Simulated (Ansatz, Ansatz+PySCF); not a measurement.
```xyz
3

H     0.0000    0.0000   -1.3391
Be    0.0000    0.0000    0.0000
H     0.0000    0.0000    1.3391
```

RHF on singlet BeH2 was run in several spherical basis sets with Ansatz (development build ahead of 0.2.0).

Q: Rank the basis sets by the total energy that they give, lowest first, with the distance from the lowest.
A. def2-SVP
B. 6-31G
C. 6-31G(d)
D. cc-pVTZ
E. cc-pVDZ

A: D (0.00 eV), E (0.11 eV), C (0.16 eV), B (0.33 eV), A (0.49 eV).

Totals follow the description of the cores as much as that of the bonds, so this order isn't one of quality for chemistry.
